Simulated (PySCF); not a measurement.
C$_{3}$H$_{9}$OSi (SMILES CCO[SiH]C), doublet, geometry from GFN2-xTB. Base run: M062X/STO-3G (PySCF).

Geometry (Å):
```xyz
14

C      2.4138    -1.1312    -0.4658
C      1.1473    -0.3537    -0.7823
O      0.5068     0.0048     0.4196
Si    -0.8670     0.8376     0.6489
C     -2.4011    -0.0179    -0.0805
H      2.9182    -1.4145    -1.3861
H      2.1664    -2.0275     0.0971
H      3.0821    -0.5198     0.1351
H      1.3895     0.5539    -1.3493
H      0.4683    -0.9649    -1.3898
H     -0.7444     2.2051     0.1357
H     -2.5089    -1.0360     0.2853
H     -3.3088     0.5211     0.1703
H     -2.3382    -0.0655    -1.1684
```
Charge 0, spin multiplicity 2.
Orbitals are unrestricted.
All else is at PySCF's defaults.

The base run was repeated with changes; each row names its change, and settings that it needs were set with it.

| change | E (Eh) | HOMO (eV) | dipole (D) | <S^2> | core-seconds (rough) | outcome |
|---|---|---|---|---|---|---|
| base | -478.58748 | -3.77 | 0.32 | 0.751 | 10 | converged |
| functional = wb97x | -478.55867 | -4.96 | 0.42 | 0.751 | 10 | converged |
| functional = pbe | -478.16785 | -1.17 | 0.43 | 0.751 | 10 | converged |
| functional = lda,vwn | -475.69485 | -0.86 | 0.65 | 0.750 | 5 | converged |
| functional = pbe0 | -478.26729 | -2.61 | 0.42 | 0.751 | 10 | converged |
| functional = hse06 | -478.29720 | -2.21 | 0.42 | 0.751 | 20 | converged |
| functional = camb3lyp | -478.45497 | -3.89 | 0.41 | 0.751 | 20 | converged |
| functional = x3lyp | -478.45153 | -2.34 | 0.38 | 0.751 | 10 | converged |
| functional = b97m_v | - | - | - | - | - | cut at the time limit |
| functional = blyp; dispersion = d3zero | -478.43210 | -1.02 | 0.40 | 0.750 | 10 | converged |
| functional = mn12l | -477.42095 | -1.11 | 0.24 | 0.753 | 10 | converged |
| functional = mn15 | -476.67086 | -2.88 | 0.31 | 0.752 | 20 | converged |
| functional = r2scan | -478.47196 | -1.60 | 0.34 | 0.751 | 20 | converged |

Totals shift with the method and basis; they matter in differences.

Open shells are given as the SCF converged; they aren't shown to be the lowest states, and a large step between rows can be another state.
